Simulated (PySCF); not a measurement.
ClH₆N₃Sn. Atoms are numbered in the order given.

```xyz
11

N      0.4953    -1.8507    -0.9404
Sn     0.0000     0.0000    -0.2465
N      1.3551     1.3543    -0.9404
N     -1.8504     0.4964    -0.9404
Cl     0.0000     0.0000     2.1501
H      0.3964    -2.5727    -0.2256
H      1.4627    -1.8685    -1.2674
H      0.8868     2.2010    -1.2674
H      2.0298     1.6296    -0.2256
H     -2.3495    -0.3325    -1.2674
H     -2.4262     0.9430    -0.2256
```

Coordinates come from a B3LYP-D3(BJ)/def2-SVP optimisation. The def2 effective core potentials stand for the cores of Sn; spin–orbit coupling is left out. The values are those of a single conformer.

These are PySCF with PBE/def2-TZVP values and carry that method's errors.

Atomic charges (e):

| atom | Löwdin | Mulliken |
|---|---|---|
| N1 | -0.40 | ? |
| Sn2 | 0.30 | ? |
| N3 | -0.40 | ? |
| N4 | -0.40 | ? |
| Cl5 | -0.03 | ? |
| H6 | 0.15 | ? |
| H7 | 0.15 | ? |
| H8 | 0.15 | ? |
| H9 | 0.15 | ? |
| H10 | 0.15 | ? |
| H11 | 0.15 | ? |

### Question
Some entries are withheld; supply them. (The exact figures need the calculation; the answer reports its results.)

### Answer

- N1, Mulliken: -0.72
- Sn2, Mulliken: 1.08
- N3, Mulliken: -0.72
- N4, Mulliken: -0.72
- Cl5, Mulliken: -0.37
- H6, Mulliken: 0.24
- H7, Mulliken: 0.24
- H8, Mulliken: 0.24
- H9, Mulliken: 0.24
- H10, Mulliken: 0.24
- H11, Mulliken: 0.24
